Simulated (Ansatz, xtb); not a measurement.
Relative energy of two structures of C2H2In

Structure I: a doublet given by its coordinates. Structure II: a doublet given by its coordinates. Both are isolated molecules in the gas phase, relaxed with PBE0-D3(BJ)/def2-SVP.

I (Å):

```yaml
atoms:
  - { symbol: C, position_ang: [-0.5059, 0.7518, -0.8496] }
  - { symbol: C, position_ang: [0.4721, 0.4312, -0.1093] }
  - { symbol: In, position_ang: [-1.5291, -0.3083, 1.1284] }
  - { symbol: H, position_ang: [-0.8743, 1.1994, -1.7730] }
  - { symbol: H, position_ang: [1.5486, 0.4051, 0.0611] }
```

Close contacts (Å): C1–C2 1.27, C1–In3 2.47, C2–In3 2.47, C1–H4 1.09, C2–H5 1.09.

II (Å):

| atom | x (Å) | y (Å) | z (Å) |
| --- | --- | --- | --- |
| C | 0.5552 | -0.7898 | -0.2008 |
| C | -0.3019 | -0.1998 | -0.9626 |
| In | 0.1861 | 1.9628 | -0.2765 |
| H | -1.0163 | -0.6032 | -1.6873 |
| H | 1.3182 | -0.5627 | 0.5524 |

Close contacts (Å): C1–C2 1.29, C1–In3 2.78, C2–In3 2.32, C1–H5 1.10, C2–H4 1.09.

**Question.** Estimate which is lower in electronic energy at CCSD(T)/def2-SVP, and by roughly how much.

**Answer.** The CCSD(T)/def2-SVP calculation puts structure I lower, by 3.2 kcal/mol.

How the difference moves with the method:

```csv
level,geometry,E(II) − E(I) (kcal/mol),departure from the last row (kcal/mol),"job, with rough time for the two"
GFN2-xTB,GFN2-xTB,+3.6,+0.3,"optimisation, 0.16 s"
HF/STO-3G,GFN2-xTB,−6.1,−9.3,"single point, 4.4 s"
r2SCAN-D4/def2-SVP,GFN2-xTB,+1.9,−1.3,"single point, 6.9 s"
PBE0-D3(BJ)/def2-SVP,PBE0-D3(BJ)/def2-SVP,+3.3,0.0,"optimisation, 64 s"
HF/def2-SVP,PBE0-D3(BJ)/def2-SVP,−2.5,−5.7,part of the CCSD(T) run
MP2/def2-SVP,PBE0-D3(BJ)/def2-SVP,+11.4,+8.2,part of the CCSD(T) run
CCSD(T)/def2-SVP,PBE0-D3(BJ)/def2-SVP,+3.2,,"single point, 16 s"
```

HF/STO-3G, HF/def2-SVP put the two in the other order. The largest departure from CCSD(T)/def2-SVP is that of HF/STO-3G, 9.3 kcal/mol. MP2 in a larger basis moves the difference by −0.1 kcal/mol, a step that isn't added because spin contamination makes open-shell MP2 unreliable in this search.

With harmonic frequencies from PBE0-D3(BJ)/def2-SVP (ideal gas, rigid rotor, one conformer each, 298.15 K, 1 atm): the zero-point term adds 0.0 kcal/mol; ΔH is +3.2 and ΔG +2.8 kcal/mol.

Open shells are spin-unrestricted, with notable spin contamination under HF/STO-3G, HF/def2-SVP, MP2/def2-SVP, CCSD(T)/def2-SVP. The correlated steps freeze 6 core orbitals; the filled d shell of In is correlated, in a basis made for valence electrons. Atoms past krypton carry core potentials in the def2 sets, other sets are all-electron and non-relativistic, and no spin–orbit term is included. Programs: Ansatz 0.2.0, xtb 6.7.1; the last row on 1 thread of Arm Neoverse V1 on a shared host.
